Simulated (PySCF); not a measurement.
SMILES O1C(OCC1)=O (C3H4O3), PBE0/def2-SVP optimised geometry.

```
10

O     -1.65     2.55    -1.33
C     -1.14     1.51    -1.08
O     -0.37     1.26     0.00
C      0.09    -0.08     0.00
C     -0.51    -0.67    -1.28
O     -1.23     0.40    -1.85
H     -0.26    -0.58     0.91
H      1.19    -0.08     0.00
H      0.26    -1.01    -2.00
H     -1.19    -1.51    -1.09
```

Density from PySCF with PBE0/def2-TZVP at that geometry.

Minimum of the electron density along straight lines between bonded atoms, close to the bond critical point (lines longer than 1.1 times the sum of covalent radii, or with two minima, are not listed):

| bond | length / Å | ρ at the minimum / e bohr⁻³ | ∇²ρ there / e bohr⁻⁵ | position (fraction from the first atom) |
|---|---|---|---|---|
| O1–C2 | 1.185 | 0.454 | -0.09 | 0.66 |
| C2–O3 | 1.348 | 0.312 | -0.77 | 0.35 |
| O3–C4 | 1.412 | 0.261 | -0.51 | 0.65 |
| C4–C5 | 1.538 | 0.249 | -0.64 | 0.50 |
| C2–O6 | 1.348 | 0.312 | -0.77 | 0.35 |
| C5–O6 | 1.412 | 0.261 | -0.51 | 0.35 |
| C4–H7 | 1.100 | 0.283 | -1.00 | 0.65 |
| C4–H8 | 1.100 | 0.283 | -1.00 | 0.65 |
| C5–H9 | 1.100 | 0.283 | -1.00 | 0.65 |
| C5–H10 | 1.100 | 0.283 | -1.00 | 0.65 |
